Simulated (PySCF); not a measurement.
PySCF input for GaI3, SMILES [I][Ga]([I])[I], TDA-PBE0/def2-SVPD. Geometry: PBE-D3(BJ)/def2-SVP. The isomer is the one that the SMILES or the coordinates give; other isomers of the formula were not compared. The def2 effective core potentials stand for the cores of I; spin–orbit coupling is left out.

```python
import numpy as np
from pyscf import gto, scf, dft, tdscf

mol = gto.M(
    atom='''
    Ga    0.00000000    0.00000000    0.00000000
    I    -2.49571682    0.00000000    0.00000000
    I     1.24785841    2.16135417    0.00000000
    I     1.24785841   -2.16135417    0.00000000
    ''',
    basis='def2-SVPD',
    ecp={'I': 'def2-svp'},
    charge=0,
    spin=0,
    symmetry=True,
    max_memory=1600,
    verbose=4,
)
mf = dft.RKS(mol, xc='pbe0').density_fit(auxbasis='def2-universal-jkfit')
mf.grids.level = 3
mf.conv_tol = 1e-9
mf.max_cycle = 100
mf.kernel()
mf.grids = dft.Grids(mol).set(level=1).build(with_non0tab=True)  # coarser grid for the response kernel
td = tdscf.TDA(mf)
td.singlet = True
td.nstates = 10
td.conv_tol = 1e-4
td.kernel(x0=td.get_init_guess(mf, 15))
td.analyze()
tt = tdscf.TDA(mf)
tt.singlet = False
tt.nstates = 4
tt.conv_tol = 1e-4
tt.kernel(x0=tt.get_init_guess(mf, 9))
tt.analyze(verbose=3)
```

It prints:

```
PySCF version 2.14.0

[INPUT] verbose = 4
[INPUT] num. atoms = 4
[INPUT] num. electrons = 106
[INPUT] charge = 0
[INPUT] spin (= nelec alpha-beta = 2S) = 0
[INPUT] symmetry True subgroup None
[INPUT] Mole.unit = angstrom
[INPUT] Symbol           X                Y                Z      unit          X                Y                Z       unit  Magmom
[INPUT]  1 Ga     0.000000000000   0.000000000000   0.000000000000 AA    0.000000000000   0.000000000000   0.000000000000 Bohr   0.0
[INPUT]  2 I     -2.495716820000   0.000000000000   0.000000000000 AA   -4.716221274270   0.000000000000   0.000000000000 Bohr   0.0
[INPUT]  3 I      1.247858410000   2.161354170000   0.000000000000 AA    2.358110637135   4.084367439487   0.000000000000 Bohr   0.0
[INPUT]  4 I      1.247858410000  -2.161354170000   0.000000000000 AA    2.358110637135  -4.084367439487   0.000000000000 Bohr   0.0

nuclear repulsion = 722.513120997099
point group symmetry = D3h, use subgroup C2v
symmetry origin: [0. 0. 0.]
symmetry axis x: [ 0.  1. -0.]
symmetry axis y: [0. 0. 1.]
symmetry axis z: [ 1. -0.  0.]
num. orbitals of irrep A1 = 58
num. orbitals of irrep A2 = 18
num. orbitals of irrep B1 = 40
num. orbitals of irrep B2 = 27
number of shells = 53
number of NR pGTOs = 290
number of NR cGTOs = 143
basis = def2-SVPD
ecp = {'I': 'def2-svp'}


[settings echo left out]
init E= -2721.73242113312
HOMO (A2) = -1.63016579797619  LUMO (A1) = -1.30278928274073  gap/eV = 8.90837
cycle= 1 E= -2813.50762709703  delta_E= -91.8  |g|= 5.03  |ddm|= 16.6
HOMO (B1) = -0.0170217432640596  LUMO (B2) = -0.008630642083304  gap/eV = 0.22833
cycle= 2 E= -2813.51127453392  delta_E= -0.00365  |g|= 4.38  |ddm|= 15.5
HOMO (A1) = -0.290539104881589  LUMO (A1) = -0.0349158562532828  gap/eV = 6.95586
cycle= 3 E= -2817.06806214765  delta_E= -3.56  |g|= 1.48  |ddm|= 6.87
HOMO (B1) = -0.318001870326743  LUMO (A1) = -0.156716092534587  gap/eV = 4.38881
cycle= 4 E= -2817.59290888909  delta_E= -0.525  |g|= 0.588  |ddm|= 2.22
HOMO (B1) = -0.28050143852833  LUMO (A1) = -0.105290421128977  gap/eV = 4.76773
cycle= 5 E= -2817.66621491352  delta_E= -0.0733  |g|= 0.07  |ddm|= 0.617
HOMO (B1) = -0.284802211364817  LUMO (A1) = -0.101739299413538  gap/eV = 4.98140
cycle= 6 E= -2817.66762769513  delta_E= -0.00141  |g|= 0.0322  |ddm|= 0.158
HOMO (B1) = -0.286147511931543  LUMO (A1) = -0.104091929065525  gap/eV = 4.95398
cycle= 7 E= -2817.66797690909  delta_E= -0.000349  |g|= 0.00394  |ddm|= 0.0411
HOMO (B1) = -0.285741166196146  LUMO (A1) = -0.103740536646896  gap/eV = 4.95249
cycle= 8 E= -2817.66798115544  delta_E= -4.25e-06  |g|= 0.000228  |ddm|= 0.00522
HOMO (B1) = -0.285730356287522  LUMO (A1) = -0.103720942657297  gap/eV = 4.95273
cycle= 9 E= -2817.66798117522  delta_E= -1.98e-08  |g|= 5.12e-05  |ddm|= 0.000353
HOMO (B1) = -0.285733147734259  LUMO (A1) = -0.103728250102968  gap/eV = 4.95261
cycle= 10 E= -2817.6679811762  delta_E= -9.76e-10  |g|= 2.76e-06  |ddm|= 0.000104
HOMO (B1) = -0.285732567296915  LUMO (A1) = -0.103727779588056  gap/eV = 4.95260
Extra cycle  E= -2817.66798117622  delta_E= -1.59e-11  |g|= 1.86e-06  |ddm|= 1.05e-05
converged SCF energy = -2817.66798117622
tot grids = 31496


******** <class 'pyscf.tdscf.rks.TDA'> for <class 'pyscf.df.df_jk.DFSymAdaptedRKS'> ********
nstates = 10 singlet
deg_eia_thresh = 1.000e-03
wfnsym = None
conv_tol = 0.0001
eigh lindep = 1e-12
eigh level_shift = 0
eigh max_cycle = 100


Excitation energies (eV)
[3.83322658 4.12292055 4.12293094 4.28114356 4.28114834 4.44532391
 4.77890399 4.79749788 4.79751362 5.01671828]

** Singlet excitation energies and oscillator strengths **
Excited State   1:   B1      3.83323 eV    323.45 nm  f=0.0000
      53 -> 54        0.70502
Excited State   2:   A2      4.12292 eV    300.72 nm  f=0.0000
      52 -> 54       -0.70471
Excited State   3:   B2      4.12293 eV    300.72 nm  f=0.0000
      51 -> 54       -0.70471
Excited State   4:   A1      4.28114 eV    289.61 nm  f=0.0330
      50 -> 54       -0.68327
      51 -> 55        0.15320
Excited State   5:   B1      4.28115 eV    289.61 nm  f=0.0330
      49 -> 54       -0.68327
      52 -> 55       -0.15321
Excited State   6:   A2      4.44532 eV    278.91 nm  f=0.0000
      53 -> 55       -0.70616
Excited State   7:   B2      4.77890 eV    259.44 nm  f=0.0136
      48 -> 54       -0.70403
Excited State   8:   B2      4.79750 eV    258.44 nm  f=0.0000
      50 -> 55       -0.70592
Excited State   9:   A2      4.79751 eV    258.43 nm  f=0.0000
      49 -> 55       -0.70592
Excited State  10:   B1      5.01672 eV    247.14 nm  f=0.0589
      47 -> 54       -0.25033
      49 -> 54        0.11273
      52 -> 55       -0.64440

** Transition electric dipole moments (AU) **
state          X           Y           Z        Dip. S.      Osc.
  1         0.0000     -0.0000      0.0000      0.0000      0.0000
  2         0.0000     -0.0000     -0.0000      0.0000      0.0000
  3        -0.0000     -0.0000      0.0000      0.0000      0.0000
  4        -0.5607     -0.0000     -0.0000      0.3143      0.0330
  5         0.0000     -0.5607      0.0000      0.3144      0.0330
  6         0.0000      0.0000      0.0000      0.0000      0.0000
  7        -0.0000      0.0000     -0.3409      0.1162      0.0136
  8         0.0000      0.0000      0.0002      0.0000      0.0000
  9         0.0000     -0.0000     -0.0000      0.0000      0.0000
 10        -0.0000      0.6924      0.0000      0.4795      0.0589

WARN: ECP detected. Skipping calculation of transition velocity and magnetic dipole moments, which have not yet been implemented.



******** <class 'pyscf.tdscf.rks.TDA'> for <class 'pyscf.df.df_jk.DFSymAdaptedRKS'> ********
nstates = 4 triplet
deg_eia_thresh = 1.000e-03
wfnsym = None
conv_tol = 0.0001
eigh lindep = 1e-12
eigh level_shift = 0
eigh max_cycle = 100


Excitation energies (eV)
[3.49955967 3.81763714 3.81764114 3.8271212 ]

** Triplet excitation energies and oscillator strengths **
Excited State   1:   B1      3.49956 eV    354.29 nm  f=0.0000
Excited State   2:   A2      3.81764 eV    324.77 nm  f=0.0000
Excited State   3:   B2      3.81764 eV    324.77 nm  f=0.0000
Excited State   4:   A1      3.82712 eV    323.96 nm  f=0.0000
```

The run converged.

Cost: roughly 90 core-seconds.
